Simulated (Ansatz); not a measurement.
Relaxation of FH₇O₃Si₂ (13 atoms, charge 0, multiplicity 1), to a largest force component of 0.03 eV/Å in at most 50 steps.

Computed with RHF/def2-SVP (Ansatz).

```xyz
13
Properties=species:S:1:pos:R:3
Si -0.220 0.367 -0.376
Si 0.506 0.014 2.973
H -0.933 0.305 3.142
H 0.740 -1.441 2.829
H 1.211 0.467 4.199
O 1.278 -0.119 -0.749
H 1.854 -0.527 -0.123
O -1.033 0.673 -1.746
H -0.770 0.269 -2.557
O -0.941 -0.772 0.537
H -1.865 -0.723 0.727
F -0.220 1.738 0.434
H 1.056 0.749 1.835
```

Q: Where does it end, and by what steps?

A: It converged. The force dipped under the threshold on the way, but the program's further checks kept it going. After 23 steps the energy has fallen by 0.396 eV; F12 moved furthest, 1.62 Å.

| step | energy less start (eV) | largest force component (eV/Å) | accepted |
| --- | --- | --- | --- |
| 0 | 0.0000 | 0.787 | yes |
| 1 | -0.2337 | 0.243 | yes |
| 2 | -0.3260 | 0.262 | yes |
| 3 | -0.3615 | 0.257 | yes |
| 4 | -0.2474 | 1.524 | no |
| 5 | -0.3749 | 0.069 | yes |
| 6 | -0.3793 | 0.040 | yes |
| 7 | -0.3824 | 0.199 | yes |
| 8 | -0.3847 | 0.151 | yes |
| 9 | -0.3877 | 0.157 | yes |
| 10 | -0.3894 | 0.131 | yes |
| 11 | -0.3909 | 0.174 | yes |
| 12 | -0.3919 | 0.165 | yes |
| 13 | -0.3934 | 0.090 | yes |
| 14 | -0.3940 | 0.077 | yes |
| 15 | -0.3946 | 0.074 | yes |
| 16 | -0.3951 | 0.037 | yes |
| 17 | -0.3956 | 0.045 | yes |
| 18 | -0.3958 | 0.057 | yes |
| 19 | -0.3960 | 0.034 | yes |
| 20 | -0.3962 | 0.017 | yes |
| 21 | -0.3963 | 0.057 | yes |
| 22 | -0.3964 | 0.046 | yes |
| 23 | -0.3965 | 0.015 | yes |

```xyz
13
Properties=species:S:1:pos:R:3
Si -0.449 0.577 -0.839
Si 0.721 -0.389 3.422
H -0.493 0.418 3.678
H 0.356 -1.741 2.948
H 1.493 -0.508 4.682
O 1.167 0.489 -0.828
H 1.664 0.684 -0.049
O -1.016 -0.208 -2.136
H -0.465 -0.813 -2.605
O -1.012 0.008 0.581
H -1.922 0.107 0.814
F -0.955 2.087 -0.962
H 1.574 0.289 2.417
```

Whether the end is a true minimum wasn't checked by a vibrational analysis.

The run took 28 s on 4 threads of Arm Neoverse V1 (shared host), peak memory 0.29 GiB.
